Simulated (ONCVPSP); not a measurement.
# What one change does to a pseudopotential (iron (Fe), ONCV)

```
Element                 : iron
Generator               : ONCVPSP 4.0.1
Type                    : optimised norm-conserving Vanderbilt (ONCV)
Functional              : LDA (Perdew-Wang 92)
Relativity              : scalar-relativistic
Frozen core             : [Ne]
Valence charge          : 16
Reference configuration : 3s2 3p6 3d6 4s2
Partial waves           : 3s+4s: rc 1.35 bohr, ncon 4, nbas 9, qcut 10.3 1/bohr, 2 projectors; 3p: rc 1.00 bohr, ncon 3, nbas 6, qcut 17.5 1/bohr, 2 projectors, debl 1.4 Ha; 3d: rc 1.90 bohr, ncon 4, nbas 8, qcut 7.2 1/bohr, 2 projectors, debl 3.5 Ha
Local potential         : polynomial inside 0.70 bohr (lpopt 5, dvloc0 0 Ha)
Core correction         : Teter function, fcfact 6, rcfact 1.3
```

In the p channel the program set the typed energies aside and used -2.202, 0.250 Ha.

Change: local potential polynomial inside 0.95 bohr (lpopt 4, dvloc0 0 Ha).

Cutoffs: the cutoffs (Ha) at which the residual kinetic energy of the hardest occupied pseudo-wave falls to 1 and 0.1 mHa per electron; they do not see the model core or the augmentation charge, which bear on the density cutoff. Errors are all-electron minus pseudo energies relative to the spin-unpolarised reference configuration.

Q: What does the change do?

A: The potential gets neither clearly harder nor softer (68 Ha and 86 Ha → 68 Ha and 86 Ha); the errors of the 4 common tests hardly move; neither file shows a bound ghost.

| quantity | base | changed |
| --- | --- | --- |
| cutoff, loose | 68 Ha | 68 Ha |
| cutoff, tight | 86 Ha | 86 Ha |
| bound ghosts | none | none |
| GHOST(+) flags under 300 eV | none | none |
| error for 3s2 3p6 3d6 4s1, meV [ΔE 8.97 eV] | +2.6 | +2.5 |
| error for 3s2 3p6 3d6 4s0, meV [ΔE 25.46 eV] | +15 | +14 |
| error for 3s2 3p6 3d5 4s0, meV [ΔE 59.99 eV] | +137 | +127 |
| error for 3s1 3p6 3d6 4s2, meV [ΔE 101.40 eV] | -675 | -678 |
| s: phases at 1.37 bohr within 0.05 rad from the reference energy up to (Ha; the scan ends near 5) | to the end of the scan | to the end of the scan |
| p: phases at 1.02 bohr within 0.05 rad from the reference energy up to (Ha; the scan ends near 5) | to the end of the scan | to the end of the scan |
| d: phases at 1.93 bohr within 0.05 rad from the reference energy up to (Ha; the scan ends near 5) | to the end of the scan | to the end of the scan |
| rms error of d²Exc/dni dnj with the model core, mHa | 1.71 | 1.71 |
